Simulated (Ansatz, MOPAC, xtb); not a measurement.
Bond stretch in SiH, doublet.

Computed with: GFN1-xTB (xtb); AM1, unrestricted, heats of formation (MOPAC); PM7, unrestricted, heats of formation (MOPAC); FCI = full CI/aug-cc-pVTZ, frozen core in Ansatz (a program for electronic structure).

Energies relative to the lowest point of each curve between 1.25 and 1.91 Å, where full CI is lowest, in kJ/mol; the last columns give the difference from FCI:

```csv
R / Å,GFN1-xTB,AM1,PM7,FCI,GFN1-xTB − FCI,AM1 − FCI,PM7 − FCI
1.01,546.6,253.3,237.5,467.7,78.9,-214.3,-230.2
1.11,258.7,142.3,126.1,251.7,7.1,-109.3,-125.6
1.18,145.2,85.3,72.1,153.7,-8.5,-68.3,-81.6
1.25,75.6,44.3,34.8,86.9,-11.2,-42.6,-52.0
1.29,49.5,27.4,20.2,59.6,-10.1,-32.1,-39.4
1.36,20.1,8.3,4.5,26.6,-6.5,-18.2,-22.0
1.39,12.3,3.7,1.4,17.1,-4.8,-13.4,-15.8
1.43,5.2,0.4,0.0,8.2,-2.9,-7.7,-8.2
1.46,2.0,0.0,1.0,3.8,-1.8,-3.8,-2.8
1.53,0.0,4.6,9.1,0.0,0.0,4.6,9.1
1.62,5.7,19.8,29.3,5.0,0.7,14.7,24.3
1.70,16.6,39.7,54.4,16.0,0.6,23.7,38.4
1.80,35.4,70.1,92.2,35.1,0.3,35.0,57.1
1.91,59.5,107.4,138.7,60.0,-0.5,47.4,78.7
2.07,96.5,162.2,206.9,98.9,-2.3,63.3,108.0
2.26,142.5,213.7,253.6,143.9,-1.4,69.8,109.7
2.53,210.5,286.8,280.3,199.1,11.3,87.7,81.2
2.82,281.5,314.9,287.6,242.8,38.7,72.1,44.8
3.11,343.4,327.5,287.4,270.8,72.6,56.7,16.6
3.52,408.0,332.4,285.1,289.9,118.1,42.5,-4.8
4.11,456.2,334.2,283.8,298.5,157.7,35.7,-14.7
4.84,473.0,334.5,283.7,300.8,172.2,33.8,-17.0
```

GFN1-xTB is furthest from FCI at 4.84 (172.2 kJ/mol, above); its mean absolute difference over the points is 32.2 kJ/mol.

AM1 is furthest from FCI at 1.01 (-214.3 kJ/mol, below); its mean absolute difference over the points is 49.9 kJ/mol.

PM7 is furthest from FCI at 1.01 (-230.2 kJ/mol, below); its mean absolute difference over the points is 53.7 kJ/mol.
